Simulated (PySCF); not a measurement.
Atoms are numbered as in `[F:1][C:2]([F:3])([F:4])[c:5]1[cH:6][cH:7][cH:8][cH:9][p:10]1`. Hydrogens are named by the atom that carries them.

[PySCF 2.14.0 with density-fitted response routines: structure optimised with GFN2-xTB; shielding tensors at PBE0/pcSseg-1 (GIAO); gas phase; relativity neglected; rapidly exchanging positions averaged; one conformer]

δ = σ(ref) − σ, references computed at the same level: ¹³C, ¹H vs TMS; ¹⁹F vs CFCl3; ³¹P vs H3PO4.

| atoms | nucleus | count | Hirshfeld charge | δ (ppm) |
| --- | --- | --- | --- | --- |
| H(C7) | ¹H | 1 | 0.06 | 7.99 |
| H(C9) | ¹H | 1 | 0.05 | ? |
| H(C8) | ¹H | 1 | 0.06 | 8.30 |
| P10 | ³¹P | 1 | 0.11 | 231.8 |
| C7 | ¹³C | 1 | -0.03 | 134.8 |
| F1/F3/F4 | ¹⁹F | 3 | -0.10 | ? |
| C2 | ¹³C | 1 | 0.25 | 135.2 |
| C6 | ¹³C | 1 | -0.04 | ? |
| C9 | ¹³C | 1 | -0.10 | 165.4 |
| C5 | ¹³C | 1 | -0.10 | 170.4 |
| H(C6) | ¹H | 1 | 0.05 | 8.56 |
| C8 | ¹³C | 1 | -0.03 | ? |

Fill in the missing shifts.

Answers


- C8: 140.7 ppm, aromatic CH
- C6: 139.3 ppm, aromatic CH; the aromatic region
- H(C9): 9.33 ppm, hydrogen on an aromatic CH; aromatic region
- F1/F3/F4: -74.0 ppm, fluorine of a CF3 group

Shifts are as computed. Against solution values, carbons near 30 ppm lie about +3 ppm off and those near 130 ppm about +5 ppm. Of 1211 compounds with measured shifts, 218 miss one by over three times the rms of a fit or turn the order of signals round; such compounds aren't used in these exercises. Unscaled 19F shifts against computed CFCl3 carry errors that often reach 10 to 50 ppm. Experimental scales use liquid or dissolved standards, which lie at an offset from isolated H3PO4.
